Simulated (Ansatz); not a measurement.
Input file for Ansatz (a program for electronic structure): U-PBE0/def2-TZVPP on AlO, 2S+1 = 4, a spin state set in the input, which need not be the lowest.

Ansatz 0.2 input:
```yaml
crystal:
  periodic: [false, false, false]
  atoms:
    - {symbol: O, position_ang: [0.00000000, 0.00000000, 0.00000000]}
    - {symbol: Al, position_ang: [0.00000000, 0.00000000, 1.77600000]}
basis:
  gaussian:
    orbitals: def2-TZVPP
hamiltonian:
  xc: {name: PBE0}
magnetization: {spin_polarized: true, initial_magnetization: 3}
relax: {f_tol: 0.002, max_steps: 120}
```

Output:

```
WARN ansatz: RAYON_NUM_THREADS=1 ignored (pool sized by the plan → 1); use --threads N
Functional definition: PBE0
integrals: 0.01 GiB planned
451 factors; their error is unknown
mean field: 0.18 GiB planned
mean field evaluation 1: about -8633.0684 eV, gradient 2.2e1 eV
mean field evaluation 2: about -8625.2463 eV, gradient 4.7e1 eV
mean field evaluation 4: about -8635.0540 eV, gradient 4.4e-1 eV
mean field evaluation 8: about -8635.0565 eV, gradient 2.3e-2 eV
mean field evaluation 16: about -8635.0714 eV, gradient 1.3e-5 eV
mean field -8635.07137472 eV, -317.3330199595 hartree, gradient 1.5e-5 eV, S^2 3.754825; 1 other end points of the search recorded, 0 dependent functions left out
the calculation of the forces begins
reference -8635.07139931 eV, -317.3330208629 hartree; 12, 9 occupied and 61, 64 virtual orbitals, 451 factors
relax step   1: F+E_penalty+E_count = -8635.07137472 eV  Δ(F+E_penalty+E_count) = +0.000e0 eV  max|allowed force component| = 1.484e-1 eV/Å  Δτ_max = 0.0000 Å  (60 SCF iters, accepted)
these checks for a lower state are left out or cut short: starts, cluster_reference, orbital_swaps, neighbouring_geometries, increment
integrals: 0.01 GiB planned
451 factors; their error is unknown
mean field: 0.19 GiB planned
mean field evaluation 32: about -8635.0717 eV, gradient 1.5e-5 eV
mean field -8635.07174494 eV, -317.3330335647 hartree, gradient 1.5e-5 eV, S^2 3.754871; 0 other end points of the search recorded, 0 dependent functions left out
the calculation of the forces begins
reference -8635.07176952 eV, -317.3330344678 hartree; 12, 9 occupied and 61, 64 virtual orbitals, 451 factors
relax step   2: F+E_penalty+E_count = -8635.07174494 eV  Δ(F+E_penalty+E_count) = -3.702e-4 eV  max|allowed force component| = 8.893e-2 eV/Å  Δτ_max = 0.0016 Å  (45 SCF iters, accepted)
these checks for a lower state are left out or cut short: starts, cluster_reference, orbital_swaps, neighbouring_geometries, increment
integrals: 0.01 GiB planned
451 factors; their error is unknown
mean field: 0.19 GiB planned
mean field -8635.07195593 eV, -317.3330413184 hartree, gradient 8.7e-6 eV, S^2 3.754942; 0 other end points of the search recorded, 0 dependent functions left out
the calculation of the forces begins
reference -8635.07198049 eV, -317.3330422211 hartree; 12, 9 occupied and 61, 64 virtual orbitals, 451 factors
relax step   3: F+E_penalty+E_count = -8635.07195593 eV  Δ(F+E_penalty+E_count) = -2.110e-4 eV  max|allowed force component| = 1.372e-3 eV/Å  Δτ_max = 0.0023 Å  (48 SCF iters, accepted)
integrals: 0.01 GiB planned
451 factors; their error is unknown
mean field: 0.19 GiB planned
mean field evaluation 64: about -8634.8598 eV, gradient 3.5e0 eV
mean field -8635.07195593 eV, -317.3330413184 hartree, gradient 1.1e-5 eV, S^2 3.754942; 2 other end points of the search recorded, 0 dependent functions left out
the calculation of the forces begins
reference -8635.07198049 eV, -317.3330422211 hartree; 12, 9 occupied and 61, 64 virtual orbitals, 451 factors
Total energy: -8635.07198049 eV, -317.3330422211 hartree
Atom 0 at     0.000000     0.000000    -0.003907 Å, force    -0.000000     0.000000    -0.001372 eV/Å
Atom 1 at    -0.000000    -0.000000     1.779907 Å, force     0.000000    -0.000000     0.001372 eV/Å
Dipole moment:     0.000000    -0.000000     0.348367 e Å
```

The run converged.

Cost: around 9 core-seconds (rough).
